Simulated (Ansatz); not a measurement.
Born–Oppenheimer molecular dynamics of a periodic cell of 17 atoms, TiSi16 (host Si, host structure diamond, interstitial Ti). It goes on from the last frame of an earlier run, with new velocities.

Computed with Ansatz, DFT PBE-D3(BJ), scalar-relativistic, plane waves, PAW. Settings: accuracy low, PAW set soft_1, cutoff 420 eV, k mesh 2x2x2, fermi-dirac smearing 0.05 eV, no spin polarisation.

```json
{
 "ensemble": "NVT, Nosé–Hoover chain",
 "time step": "2 fs",
 "steps asked": "200",
 "set temperature": "840 K",
 "thermostat": "time constant 10 fs, chain length 1",
 "seed": "779345"
}
```

First frame:

```xyz
17
Lattice="0.0000 5.4300 5.4300 5.4300 0.0000 5.4300 5.4300 5.4300 0.0000" Properties=species:S:1:pos:R:3
Si 0.014 -0.090 -0.193
Si 1.089 1.157 1.465
Si 2.528 2.668 0.270
Si 4.066 4.146 1.450
Si 2.744 0.153 2.587
Si 4.246 1.434 3.858
Si 5.514 2.875 2.690
Si 6.754 4.102 4.124
Si -0.129 2.539 2.608
Si 1.296 3.901 3.771
Si 2.682 5.405 2.876
Si 3.945 6.693 4.334
Si 2.875 2.841 5.330
Si 4.169 4.183 6.742
Si 5.564 5.565 5.538
Si 6.959 6.989 6.819
Ti 9.483 9.350 9.503
```

Q: What does the run give?

A: All steps were run.

```
steps done                                               : 200
time covered                                             : 400 fs
mean temperature over the second half                    : 835 K
spread of the potential energy over the second half      : 16.0 meV per atom
mean potential energy of the second half above the start : 47.8 meV per atom
```

The conserved energy stayed within 0.44 meV per atom of its start (net change 0.24 meV per atom), so the integration is sound. A run of 0.4 ps of so small a system gives no equilibrium averages. Limits of this set-up: coarse k mesh, a small cell, in which the defect meets its images, a typed lattice constant that wasn't relaxed here, low accuracy level.

Q: What happens to the structure?

A: Mean squared displacements from the first frame to the last, about the centre of mass: Si 0.14 Å², Ti 0.00 Å². The details hang on the random start.

Q: How do temperature and energy run in time?

A: 
```
time (fs)  T (K)  potential energy less start (eV)  conserved less start (meV/atom)
        0    840                             0.000                             0.00
       34   1084                             0.837                             0.26
       68    827                             0.827                             0.12
      102   1069                             1.324                             0.32
      136    872                             0.423                             0.06
      170    781                             0.484                             0.09
      204    920                             0.663                             0.15
      238    883                             1.051                             0.21
      272    703                             1.138                             0.24
      306    865                             0.866                             0.22
      340    917                             0.513                             0.07
      374    795                             0.547                             0.08
```

Time of the run: 30 min on 1 thread of Intel(R) Xeon(R) Processor @ 2.50GHz (Skylake/Cascade Lake) (shared host), peak memory 0.78 GiB.
